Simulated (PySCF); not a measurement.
Results of a calculation; reference values are marked as such.
CH9OSi3

CH9OSi3 is a small molecule (built as: Si site whose three back bonds go to SiH3, OSiH3, CH3), neutral, doublet. The structure, one conformer, was relaxed in the gas phase by PBE0-D3(BJ)/def2-SVP. No frequency run checks that it is a minimum.

SMILES: C[Si]([SiH3])O[SiH3]

```tsv
atom	x (Å)	y (Å)	z (Å)
Si1	-0.592	0.107	0.838
Si2	-1.603	-1.827	-0.031
O3	1.056	-0.040	0.669
Si4	2.587	0.167	0.086
C5	-1.184	1.676	-0.022
H6	-3.089	-1.712	0.114
H7	-1.287	-2.028	-1.484
H8	-1.138	-3.033	0.719
H9	2.673	-0.343	-1.316
H10	3.542	-0.591	0.943
H11	2.957	1.614	0.097
H12	-0.904	1.665	-1.089
H13	-0.745	2.574	0.440
H14	-2.280	1.756	0.049
```

EPR values by unrestricted B3LYP, IGLO-III on C O Si, pcH-1 on H.

Problem. Predict g and the largest hyperfine couplings. Where does the spin sit?

Solution. g = 2.0010, 2.0020, 2.0047. The spin sits on Si1 (83 %, bonded to 1 C + 1 O + 1 Si) by Mulliken populations.
```csv
atom,isotope,isotropic (MHz),"dipolar, principal values (MHz)"
Si1,29Si,-548.4,"-144.5, 71.3, 73.2"
Si2,29Si,-108.7,"-21.8, 9.2, 12.6"
H7,1H,63.4,"-2.7, -0.2, 2.9"
H12,1H,54.4,"-3.9, 0.2, 3.7"
O3,17O,-36.9,"-19.7, 9.3, 10.4"
C5,13C,31.5,"-4.8, -3.8, 8.6"
```

Problem. How do the isotropic couplings move with BHandHLYP?

Solution. Si1 -548.4 to -582.1 MHz, Si2 -108.7 to -109.4 MHz, H7 63.4 to 62.0 MHz, H12 54.4 to 53.9 MHz.
